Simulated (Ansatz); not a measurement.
Li4⁺. The state is a doublet with charge 1. Geometry relaxed at B3LYP/def2-TZVP.

```
atom   x (Å)   y (Å)   z (Å)
 Li1   1.295   0.245   0.412
 Li2  -0.733   2.635   0.736
 Li3   0.736  -2.635  -0.734
 Li4  -1.298  -0.245  -0.415
```

The structure comes from a short search, and lower isomers may exist.

(1) Estimate the harmonic wavenumbers at UKS B3LYP/def2-TZVP (Ansatz, unscaled). Is this a minimum?

Answers

(1) 44, 138, 162, 190, 223, 316 cm⁻¹. Yes, no mode is imaginary beyond noise. Zero-point energy 6.4 kJ/mol. Hardware: 4 threads of Arm Neoverse V1 on a shared host. Wall time 7 s.
